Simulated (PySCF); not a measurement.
Al(Me)(Cl) (CH₃AlCl), SMILES [CH3][Al+][Cl], charge +1. The structure is a stationary point at B3LYP-D3(BJ)/def2-TZVP. The multiplicity is an assumed one; other spin states were not compared. The isomer is the one that the SMILES or the coordinates give; other isomers of the formula were not compared.

PySCF 2.14.0 with TDA-ωB97X/def2-SVPD puts the lowest singlet excitations at 6.99, 6.99, 7.49, 7.57, 7.57, 7.63 eV.

Question: What are the lowest excitation roots from ADC(2)/aug-cc-pVDZ run with PySCF 2.14.0? (The exact figures need the calculation; the answer reports its results.)

Answer: 6.95, 6.95, 7.57, 7.57, 7.59, 7.60 eV. S1 differs by -0.03 eV (second minus first; roots are paired by order, and the bases may differ).
